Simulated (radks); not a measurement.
Task: Radial electron density D(r) = 4 pi r^2 rho(r) of an atom or ion with 47 electrons. All-electron calculation, scalar-relativistic Kohn-Sham, BLYP, spin-polarised, spherical densities, finite nucleus; Fermi nuclear charge, rms radius of each element as measured or else 0.836 A^(1/3) + 0.57 fm. Program: a radial shooting solver on a logarithmic mesh with Libxc functionals.

```
   r/bohr * D(r) (the largest magnitude, 78.1, reaches the edge; | marks zero)
 0.001205 |*
 0.001403 | *
  0.00162 | *
 0.001871 |  *
 0.002178 |   *
 0.002516 |    *
 0.002905 |     *
 0.003382 |      *
 0.003906 |        *
 0.004511 |          *
  0.00521 |             *
 0.006065 |                *
 0.007004 |                   *
 0.008089 |                       *
 0.009417 |                           *
  0.01088 |                               *
  0.01256 |                                   *
  0.01462 |                                      *
  0.01689 |                                         *
   0.0195 |                                          *
   0.0227 |                                          *
  0.02622 |                                         *
  0.03028 |                                       *
  0.03525 |                                     *
  0.04071 |                                    *
  0.04702 |                                     *
  0.05474 |                                        *
  0.06321 |                                            *
  0.07301 |                                                 *
  0.08499 |                                                     *
  0.09815 |                                                      *
   0.1134 |                                                   *
   0.1309 |                                              *
   0.1524 |                                       *
    0.176 |                                    *
   0.2033 |                                     *
   0.2366 |                                         *
   0.2733 |                                            *
   0.3156 |                                          *
   0.3674 |                                  *
   0.4243 |                         *
   0.4901 |                 *
   0.5705 |            *
   0.6589 |            *
   0.7609 |             *
   0.8858 |             *
    1.023 |            *
    1.181 |         *
    1.375 |      *
    1.588 |   *
    1.835 | *
    2.136 |*
    2.466 |*
    2.848 |*
     3.29 *
     3.83 *
    4.423 *
    5.108 *
    5.946 *
    6.867 *
    7.931 *
    9.233 *
```

What is the nuclear charge?

Result: Z = 48. The innermost maximum, from 1s, lies near gamma/Z bohr with gamma = sqrt(1 - (Z/c)^2) = 0.937, here 0.0195 bohr (found: 0.0213), and its height grows with Z. The density is that of the cadmium ion Cd+ in [Kr] 4d9.5 5p1.5; the configuration itself is not fixed sharply by these data, and Z only to a few units. D(r) has 4 maxima, at r = 0.0213, 0.0943, 0.280, 0.838 bohr, and minima at 0.0420, 0.183, 0.618 bohr, inside which lie 2.00, 11.18, 28.98 electrons.
